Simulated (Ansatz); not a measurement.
Computed with Ansatz on PBE0-D4/def2-TZVP structures; ΔE is electronic, products minus reactants. CCSD(T)/CBS adds triple-zeta CCSD(T) − MP2 to the extrapolated MP2 energy (def2 sets, frozen cores). This one scheme is used for every species. def2 core potentials past Kr. For Sn outer-core shells are correlated without core-valence functions, which leaves a few kJ/mol of doubt a bond.

Consider the hydrogenolysis of a C–Cl bond: `C[CH](Cl)[SnH3]` + H₂ → `C[CH2][SnH3]` + HCl.

| species | HF/def2-QZVPP energy (Eh) |
| --- | --- |
| `C[CH](Cl)[SnH3]` | -752.68974 |
| H₂ | -1.13348 |
| `C[CH2][SnH3]` | -293.74956 |
| HCl | -460.11222 |

Problem. Work out ΔE.

Solution. ΔE = (-293.74956) + (-460.11222) − (-752.68974) − (-1.13348) = -0.03856 Eh = -24.2 kcal/mol. CCSD(T)/CBS gives -18.8 kcal/mol.

Largest T1 diagnostic among the species: 0.012.

From PBE to PBE0 (25 % exact exchange), in def2-TZVPP and without D4, ΔE moves by −1.5 kcal/mol. The D4 term adds +2.4 kcal/mol with B3LYP and +1.3 kcal/mol with PBE0; it sums over pairs of atoms, weighted by their polarisabilities, and B3LYP, whose exchange is more repulsive, gets the larger term.

B3LYP here is the variant with VWN-RPA as its local correlation; programs differ in this.
